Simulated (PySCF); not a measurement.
Computed IR spectrum (relative IR intensity) of a molecule C₃H₅BF₂. Coordinates come from a PBE0-D3(BJ)/def2-SVP optimisation. Other conformers were not sampled. Level of theory: PySCF 2.14.0 with PBE0-D3(BJ)/def2-SVP. No scaling factor is applied to the harmonic values.

```tsv
ν (cm⁻¹)	relative intensity
460	6.9
874	24
934	22
958	14
1108	62
1271	40
1360	78
1373	100
1385	47
1426	17
1442	10
1720	19
```

Task: Which structure fits?
(A) C=C(F)B(C)F
(B) C=CB(F)CF
(C) C=C(C)B(F)F
(D) FB1CC(F)C1

Result: A, C=C(F)B(C)F
